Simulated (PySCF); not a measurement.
C₅H₁₀O, SMILES C1(CC1)[C@@H](O)C. Geometry: PBE0-D3(BJ)/def2-SVP. The values are those of a single conformer.

Computed equilibrium geometry at PBE0-D3(BJ)/def2-SVP (PySCF confirms it by a frequency run) as a Z-matrix (one conformer of several):
```
C
H 1 1.0953
C 1 1.4968 2 115.73
H 3 1.0930 1 118.01 2 3.52
H 3 1.0930 4 113.98 1 -145.78
C 3 1.5006 4 118.56 5 -144.69
H 6 1.0930 3 118.67 4 -0.11
H 6 1.0941 7 113.92 1 146.52
C 1 1.5149 2 111.34 6 -143.77
H 9 1.1038 1 107.49 2 -54.99
O 9 1.4118 10 104.81 1 -116.52
H 11 0.9643 9 106.78 10 169.27
C 9 1.5209 10 107.93 11 -118.39
H 13 1.0989 9 108.94 10 61.99
H 13 1.1000 14 108.23 9 122.31
H 13 1.1024 14 107.49 15 116.66
```
